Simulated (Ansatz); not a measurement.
Ideal-gas functions of FGaH$_{4}$Si, SMILES `F[SiH2][GaH2]` at 298.15 K and 1 bar, from an Ansatz frequency run at PBE0-D4/def2-TZVP.

Molar mass 120.84 g/mol, point group Cs (symmetry number 1), electronic degeneracy 1, moments of inertia 29.491, 234.578, 258.253 u Å². Harmonic wavenumbers (cm⁻¹, unscaled): 96, 145, 310, 356, 409, 590, 740, 743, 843, 882, 936, 1953, 1969, 2197, 2204.

Use S(trans) = R[1.5 ln M + 2.5 ln T − 1.1517]; rotational temperatures θ = 24.2544 K / I; S(rot) = R[ln(√π/σ · √(T³/θAθBθC)) + 1.5]; for each mode x = 1.438777 ν̃/T, S = R[x/(eˣ − 1) − ln(1 − e⁻ˣ)] and H = RT x/(eˣ − 1); 1 cm⁻¹ = 0.0119627 kJ/mol; R = 8.31446 J/(mol·K).

Problem. By hand: the entropy, in J/(mol·K).

Solution. Translation 168.7. Rotation: θ = 0.8224, 0.1034, 0.0939 K, giving 108.4. Vibration, mode by mode: 14.79, 11.45, 5.70, 4.77, 3.89, 1.95, 1.10, 1.08, 0.73, 0.63, 0.51, 0.01, 0.01, 0.00, 0.00, in all 46.6. Electronic 0.0. Sum 323.7 J/(mol·K).

Problem. By hand: H − E and G − E in kJ/mol, counted from the electronic energy.

Solution. Zero-point energy ½ × 14373 × 0.0119627 = 86.0; thermal vibration 7.9; translation, rotation and pV give 4 RT = 9.9. H − E = 103.8 kJ/mol, and G − E = 103.8 − 298.15 × 323.7/1000 = 7.3 kJ/mol.

Vibration gives 14 % of the entropy, 26.2 J/(mol·K) of it from the modes under 150 cm⁻¹: soft modes count most, and the harmonic formula is weakest for them.
